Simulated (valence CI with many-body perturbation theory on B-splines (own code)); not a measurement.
The numbers below are computed, except where a source is named.
## Ag¹⁴⁺: what the settings do

Level of theory: valence CI with perturbative core correlation (CI+MBPT): five valence electrons over a frozen Dirac-Fock core [Ar] 3d10, a basis of 6 s, 6 p, 5 d, 3 f, 1 g functions for each j, with the one-electron correlation potential Σ1 (screened to all orders), the two-electron term Σ2, the three-electron term Σ3, Breit, model QED; selected single and double excitations, second order for the rest (own B-spline code, finite nucleus).

No measured spectrum was set against this ion. As an estimate, levels hold to about 250 cm⁻¹ or 0.2 % of their energy and the worst to 1 %, as in measured heavy ions of charge 2 to 7; those with d or f electrons hold less well. Among the levels kept, up to 830 cm⁻¹ of a level comes from second order outside the variational space, and about a tenth of that is noise between levels of different J, which matters for small intervals.

The reference run has the lowest level 4s2.4p3 4S°_3/2 and an ionisation energy of 348.844 eV. Its largest variational space holds 10000 state functions.

Names give the largest LS component (configuration and term), which can be under half, so a name can repeat, a term be missing and a line seem to break the LS rules; names also repeat where a configuration has a term twice.

Changed runs:
A. scale of Σ2 1 → 1.2; lowest core n in screening and Σ2 1 → 4
B. correlating orbitals by l 3 3 3 2 1 → 4 4 0 0 0; scale of Σ2 1 → 0
C. shift of the energy in Σ1 (hartree) 0 → 4.011
D. factor on the speed of light 1 → 0.9 (bad on purpose)

Excitation energies of the reference run in cm⁻¹, and shifts in cm⁻¹:

```csv
Level,Reference,B,C,D
4s2.4p3 2D°_3/2,45287,+300,+43,+10491
4s2.4p3 2D°_5/2,61609,+676,+55,+12043
4s2.4p3 2P°_1/2,87178,+1425,+60,+12169
4s2.4p3 2P°_3/2,127448,+683,+114,+25708
4s.4p4 4P_5/2,327234,-1839,+92,+16739
4s.4p4 4P_3/2,359076,-1887,+124,+22848
4s.4p4 4P_1/2,364772,-1475,+122,+22298
4s.4p4 2D_3/2,404419,+316,+149,+23652
4s.4p4 2D_5/2,418091,+0.4,+166,+28116
4s.4p4 2S_1/2,455468,+3033,+170,+25769
4s.4p4 2P_3/2,463661,+2756,+197,+23030
4s2.4p2.4d 4F_3/2,496241,+1380,+268,+4764
Ionisation energy (eV),348.844,-0.058,+0.192,-0.150
```

Run A: It gave no result: the setting left no core shell for the response of the core. The program said: "need at least one array to concatenate".
